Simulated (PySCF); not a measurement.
SMILES C1(OC)=CC2(C=C1)CCC2, C$_{9}$H$_{12}$O

Cartesian coordinates in Å; atom numbers follow the order of the lines, from 1:
```xyz
22

C     2.9073   -0.3279   -0.4524
O     2.0887   -0.2040    0.6770
C     0.7686   -0.2463    0.4531
C     0.0708   -0.3907   -0.6991
C    -1.3949   -0.3700   -0.3676
C    -1.4123   -0.1945    1.1186
C    -0.1542   -0.1235    1.5883
C    -2.2396    0.5907   -1.2614
C    -2.5831   -0.5991   -2.1723
C    -2.2126   -1.5338   -1.0095
H     3.9483   -0.2762   -0.1089
H     2.7203    0.4874   -1.1741
H     2.7395   -1.2922   -0.9648
H     0.4632   -0.5050   -1.7084
H    -2.3325   -0.1370    1.7027
H     0.1726    0.0024    2.6211
H    -3.1257    0.9488   -0.7155
H    -1.7127    1.4556   -1.6892
H    -1.8778   -0.6896   -3.0123
H    -3.6056   -0.6598   -2.5734
H    -3.0911   -1.7760   -0.3922
H    -1.6631   -2.4616   -1.2244
```

Theory: quadratic response CAM-B3LYP/def2-SVPD first hyperpolarisability, Taylor convention, gas phase in PySCF 2.14.0. Geometry: PBE0-D3(BJ)/def2-SVP.

Q: Give the tensor of the second harmonic β(−2ω;ω,ω) at 1064 nm in the axes of these coordinates.

A: In au, Taylor convention; rows are the first index (the induced dipole):
```
       xx     yy     zz     xy     xz     yz
x  +130.4  +20.8  -15.5   +7.1  +51.3   -4.4
y    +7.9  +21.2  -17.8  +17.6   -2.6  +54.9
z   +57.6  +58.3  -32.7   -2.6   -3.6  -18.0
```
Norm of βᵢ = ⅓ Σⱼ (βᵢⱼⱼ + βⱼᵢⱼ + βⱼⱼᵢ): 161.3 au, hyper-Rayleigh value 75.4 au.
